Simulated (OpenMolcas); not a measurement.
**What dynamic correlation does to the levels of Ta2+**

| Item | Value |
| --- | --- |
| Program | OpenMolcas |
| Basis | ANO-RCC-VQZP [9s8p6d4f3g2h] |
| Scalar Hamiltonian | DKH2, point nucleus |
| Active space | 9 electrons in 8 orbitals (RAS1 5p, at most 2 holes; RAS2 5d) |
| State averaging | 2S+1 = 4 even, 10 roots; 2S+1 = 2 even, 40 roots |
| Spin-orbit coupling | state interaction with AMFI integrals over the reference wave functions, term energies averaged over their components |

Methods on the same reference wave functions:
A. RASSCF
B. SS-RASPT2, IPEA 0.25 Eh, imaginary shift 0.1 Eh (closed shells correlated: 5s)
C. MS-RASPT2, IPEA 0.25 Eh, imaginary shift 0.1 Eh (closed shells correlated: 5s)

Energies in cm⁻¹ above 5d³ ⁴F_3/2.

```tsv
Level	A	B	C
5d³ ⁴F_3/2	0.0	0.0	0.0
5d³ ⁴F_5/2	2614	2880	2890
5d³ ⁴F_7/2	5299	5470	5490
5d³ ⁴F_9/2 [73 %]	7747	7520	7530
5d³ ²G_7/2	15150	12510	12530
5d³ ⁴P_5/2	15972	14830	14810
5d³ ²H_11/2	21721	18610	18630
5d³ ²D_5/2(1)	22355	19300	19420
5d³ ²F_7/2	29630	24340	24360
5d³ ²F_5/2	29817	24420	24460
5d³ ²D_5/2(2)	43279	36960	36890
5d³ ²D_3/2(2)	43715	37230	37360
```

Between B and C the level of the table that moves most is 5d³ ²D_3/2(2), by 130 cm-1 (lowest in B, highest in C). Moves below CASPT2's spread within the term are not significant.

From A to B the spin-free energies of the other terms of 5d³ shown, above ⁴F, scale by factors of 0.71 to 0.87, as is usual when dynamic correlation screens the repulsion within a d or f shell.

The lowest spin-free term lies below A's lowest term by 0.241 hartree in B, 0.241 hartree in C.

Term energies are means over components that CASPT2 splits; among the terms shown or strongly mixed into the levels shown the widest spread is 1100 cm-1 (5d³ ⁴F, C). Active for correlation alone: 5p; no level in the range computed is led by a configuration that opens it, so any true level of that kind is missing. Without dynamic correlation excited terms often stand tens of per cent too high (terms of higher spin than the ground term too low), and those without a measured partner can miss by more than the paired ones (holds for A). The CASPT2 spread within a term exceeds the gap to the next term for 5d³ ²D(1) and 5d³ ²H, so the order of their levels is uncertain (holds for C). Only configurations of the active space appear. The table leaves out levels that lie high or whose names do not pair safely across all columns.

A share in square brackets marks a mixed level and gives the weight of the term that names it, the lowest over the columns. A number in round brackets counts repeated terms of one configuration in the order of the reference energies.
